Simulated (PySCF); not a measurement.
Compound: C2H10OSi2.
SMILES: `C[C@H]([SiH3])O[SiH3]`

Torsions of this conformer, `[CH3:1][C@H:2]([SiH3:3])[O:4][SiH3:5]`: C1–C2–O4–Si5 -75°.

The closed-shell ground state was solved at several levels (PySCF, density fitting, gas phase, non-relativistic). Geometry: PBE0-D3(BJ)/def2-SVP, one conformer, isolated molecule.

```json
{"level": "PBE0/STO-3G", "basis functions": "43", "HOMO (eV)": "-3.76", "LUMO (eV)": "6.85", "gap (eV)": "10.61", "dipole (D)": "0.80"}
{"level": "LDA/pcSseg-1", "basis functions": "149", "HOMO (eV)": "-6.62", "LUMO (eV)": "-0.83", "gap (eV)": "5.79", "dipole (D)": "1.30"}
{"level": "KT3/pcSseg-1", "basis functions": "149", "HOMO (eV)": "-6.64", "LUMO (eV)": "-0.53", "gap (eV)": "6.11", "dipole (D)": "1.23"}
{"level": "PBE0/pcSseg-0", "basis functions": "73", "HOMO (eV)": "-7.77", "LUMO (eV)": "0.54", "gap (eV)": "8.31", "dipole (D)": "1.51"}
{"level": "PBE0/cc-pVTZ", "basis functions": "298", "HOMO (eV)": "-7.85", "LUMO (eV)": "0.23", "gap (eV)": "8.08", "dipole (D)": "1.22"}
{"level": "B3LYP/pcSseg-1", "basis functions": "149", "HOMO (eV)": "-7.67", "LUMO (eV)": "0.15", "gap (eV)": "7.82", "dipole (D)": "1.31"}
{"level": "BLYP/pcSseg-1", "basis functions": "149", "HOMO (eV)": "-6.39", "LUMO (eV)": "-0.38", "gap (eV)": "6.01", "dipole (D)": "1.26"}
{"level": "PBE0/def2-SVP", "basis functions": "128", "HOMO (eV)": "-7.81", "LUMO (eV)": "0.57", "gap (eV)": "8.38", "dipole (D)": "1.28"}
{"level": "PBE0/6-31G*", "basis functions": "98", "HOMO (eV)": "-7.68", "LUMO (eV)": "0.58", "gap (eV)": "8.26", "dipole (D)": "1.35"}
{"level": "CAM-B3LYP/pcSseg-1", "basis functions": "149", "HOMO (eV)": "-9.26", "LUMO (eV)": "1.38", "gap (eV)": "10.64", "dipole (D)": "1.33"}
```

Q: Estimate the row for B3LYP/def2-TZVP, a basis of 227 functions; the other rows only guide the guess.

A: HOMO -7.66 eV, LUMO -0.08 eV, gap 7.58 eV, dipole 1.23 D.

Q: Over all these levels, which gives the widest orbital gap and which the narrowest?

A: CAM-B3LYP/pcSseg-1 (range-separated hybrid) has the widest, 10.64 eV, and LDA/pcSseg-1 (LDA) the narrowest, 5.79 eV. The two share the basis. From the narrowest to the widest the HOMO moves by -2.64 eV and the LUMO by +2.21 eV.

Q: How much does the basis alone move the frontier levels among the 5 PBE0 rows?

A: The HOMO by 4.09 eV and the LUMO by 6.62 eV. By rising basis size (HOMO, LUMO in eV): STO-3G -3.76, 6.85; pcSseg-0 -7.77, 0.54; 6-31G* -7.68, 0.58; def2-SVP -7.81, 0.57; cc-pVTZ -7.85, 0.23.

Q: How far do the dipole and the HOMO energy spread over the levels?

A: The dipole runs from 0.80 to 1.51 D (mean 1.26 D) and the HOMO from -9.26 to -3.76 eV.
